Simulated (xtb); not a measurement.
B(NCO)(OH)2 (CH₂BNO₃), SMILES O=C=NB(O)O. All values are semi-empirical tight-binding results from xtb (GFN2-xTB unless named), good for trends rather than for accurate numbers. The structure is a stationary point at GFN2-xTB. This is a generated structure with no PubChem entry under its InChIKey; it may be hypothetical. One conformer was computed; it need not be the lowest.

```yaml
point_group_as_xtb_finds_it: Cs
orbital_gap: 6.23 eV
dipole_moment: 0.22 D
zero_point_energy: 28.5 kcal/mol
G − E(el) at 298.15 K (modified RRHO): 9.4 kcal/mol
static polarisability (D4 model): 44.6 bohr³
solvation energy, GFN2-xTB/ALPB(water): -9.6 kcal/mol
solvation energy, GFN2-xTB/ALPB(octanol): -9.8 kcal/mol
```

Computed IR lines (harmonic; lines under 4 % of the strongest left out, lines within 3 cm⁻¹ merged):
ν (cm⁻¹): 571 (m), 907 (w), 944 (w), 1179 (s), 1373 (m), 1536 (w), 2527 (vs) (against the strongest line: vs over 80 %, s over 45 %, m over 15 %, w over 4 %, vw less)
